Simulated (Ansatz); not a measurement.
Relaxation of ClFH$_{2}$SSi$_{2}$ (7 atoms, charge 0, multiplicity 1), to a largest force component of 0.02 eV/Å in at most 50 steps.

These are results of RKS PBE-D4/def2-SVP in Ansatz 0.2.0, not measurements.

```xyz
7
Properties=species:S:1:pos:R:3
F -1.114 -1.859 1.107
Si -0.785 -0.295 0.807
S 1.316 -0.060 0.911
Si 0.491 0.170 -0.999
Cl 0.577 2.085 -1.620
H -1.441 0.727 1.685
H 1.017 -0.835 -1.937
```

Where does it end, and by what steps?

The forces met the threshold. After 7 steps the energy has fallen by 0.301 eV; S3 moved furthest, 0.16 Å.

```tsv
step	energy less start (eV)	largest force component (eV/Å)	accepted
0	0.0000	1.502	yes
1	-0.2605	0.621	yes
2	-0.2921	0.405	yes
3	-0.2980	0.294	yes
4	-0.3007	0.036	yes
5	-0.3008	0.022	yes
6	-0.3008	0.025	no
7	-0.3009	0.006	yes
```

```xyz
7
Properties=species:S:1:pos:R:3
F -1.256 -1.830 1.155
Si -0.698 -0.317 0.860
S 1.447 -0.063 0.998
Si 0.518 0.192 -0.965
Cl 0.595 2.107 -1.765
H -1.532 0.616 1.678
H 0.986 -0.772 -2.007
```

The run took 12 s on 2 threads of Intel(R) Xeon(R) Platinum 8488C (Sapphire Rapids) (shared host), peak memory 0.17 GiB.
